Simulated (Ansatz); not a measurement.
Several settings on one geometry of Sn₁₀OH₁₄ (that of the charge 0 singlet, PBE-D4/def2-SVP). Ansatz on 2 threads of AMD EPYC 7R13 on a shared host and a share (18 GiB) of an NVIDIA H100 80GB HBM3; times are rough.

```csv
atom,x (Å),y (Å),z (Å)
Sn1,0.0175,-3.1108,0.0221
Sn2,-0.0128,0.1020,-3.2629
Sn3,-3.2623,0.1215,0.0267
Sn4,0.0097,0.1465,3.2608
Sn5,-0.0168,3.3705,-0.0195
Sn6,3.2603,0.1583,-0.0325
Sn7,-1.6270,-1.4980,-1.5985
Sn8,1.6440,-1.4554,1.6177
Sn9,1.6466,1.7717,-1.6995
Sn10,-1.6691,1.7746,1.6743
O11,-0.0236,5.2512,-0.0281
H12,1.0045,-4.1386,-0.9700
H13,-0.9591,-4.1330,1.0302
H14,0.9853,-0.9115,-4.2610
H15,-0.9950,1.0708,-4.3160
H16,-4.2734,-0.8770,1.0259
H17,-4.3029,1.1047,-0.9547
H18,-0.9739,-0.8664,4.2732
H19,0.9802,1.1416,4.3004
H20,4.2812,-0.8444,-1.0172
H21,4.2919,1.1652,0.9343
H22,-2.6436,-2.4997,-2.5970
H23,2.6722,-2.4312,2.6298
H24,2.6290,2.7914,-2.7106
H25,-2.6629,2.7960,2.6723
```

Totals from different functionals, basis sets or treatments of relativity can't be compared as stabilities.

In the def2 sets Sn takes a core potential; there is no spin–orbit coupling.

The spins typed aren't always the lowest for that charge.

Problem. Give the basis size and estimate the energy, ⟨S²⟩ and time of these runs.

| run | method | charge | state | further keys |
| --- | --- | --- | --- | --- |
| 1 | RKS ωB97/def2-TZVP | 0 | singlet | fitting: {mean_field: def2-universal-jkfit} |
| 2 | UKS ωB97X/STO-3G | 0 | singlet | scf: {omitted_lower_state_checks: [starts]} |
| 3 | UKS r2SCANh-D3(BJ)/STO-3G | 0 | triplet | – |
| 4 | RKS rPW86-PBE/def2-SVPD | 0 | singlet | fitting: {mean_field: def2-universal-jkfit}; pseudopotentials: {relativity: none}; forces asked |

Solution. 
| run | functions | energy (Eh) | ⟨S²⟩ | wall time |
| --- | --- | --- | --- | --- |
| 1 | 615 | -2227.1918 | – | 9.5 s |
| 2 | 289 | -59737.9125 | 0.38 | 27 s |
| 3 | 289 | -59738.5784 | 2.01 | 18 s |
| 4 | 455 | -2228.9822 | – | 8.5 s |

At UKS ωB97X/STO-3G the unrestricted singlet has broken spin symmetry (⟨S²⟩ up to 0.38).
